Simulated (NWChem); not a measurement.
# Correlation energy of HB

```
B
H 1 1.2523
```
Charge 0, spin multiplicity 1.

All runs are NWChem calculations. Structure: optimised with PBE0/def2-SVP, a minimum by its harmonic frequencies.

Basis set: def2-TZVP. Each correlation energy counts from its own Hartree-Fock reference.

| method | correlation energy (mHa) | difference from CCSD(T) |
|---|---|---|
| MP2 | -70.5 | +27.8 |
| SCS-MP2 | -80.6 | +17.7 |
| CR-CCSD[T] | -98.1 | +0.2 |
| CR-CCSD(T) | -98.1 | +0.2 |
| CCSD | -96.3 | +2.0 |
| CCSD+T(CCSD) | -98.3 | 0.0 |
| CCSD(T) | -98.3 | 0.0 |
| CCSDT | -98.8 | -0.4 |

The values span 28.2 mHa, from CCSDT (lowest) to MP2 (highest). 

The correlated methods keep 1 core orbital frozen. The structure started from a generated list of species. Coupled-cluster values serve here as a point of comparison, not as the truth.
